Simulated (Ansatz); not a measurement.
Reaction (redistribution): `[CH3][Al]([NH2])[SiH2]F` + `BBr` → `[CH3][Al]([NH2])[Br]` + `B[SiH2]F`

Isolated molecules relaxed with PBE0-D4/def2-TZVP in Ansatz; ΔE leaves out vibrations. CCSD(T)/CBS adds triple-zeta CCSD(T) − MP2 to the extrapolated MP2 energy (def2 sets, frozen cores). Functionals use def2-TZVPP. For Br outer-core shells are correlated without core-valence functions, which leaves a few kJ/mol of doubt a bond. Scalar relativity is left out up to krypton. Each species was taken in one conformer, which may not be the lowest.

| level | ΔE (kJ/mol) |
| --- | --- |
| r2SCAN-D4 | -66.8 |
| PBE0-D4 | -60.3 |
| ωB97X-V | -68.0 |
| PBE0 | -60.4 |

Task: What does CCSD(T)/CBS give? (An estimate is asked.)

Result: The calculation gave: -66.2 kJ/mol. The listed levels differ from it by -0.6, 5.9, -1.8, 5.8 kJ/mol.

Largest T1 diagnostic among the species: 0.012.

From PBE to PBE0 (25 % exact exchange), in def2-TZVPP and without D4, ΔE moves by −9.2 kJ/mol. In def2-TZVPP, CCSD(T) changes the Hartree–Fock value by +21.3 kJ/mol (the triples alone add +4.0 kJ/mol) and MP2 by +17.9 kJ/mol.
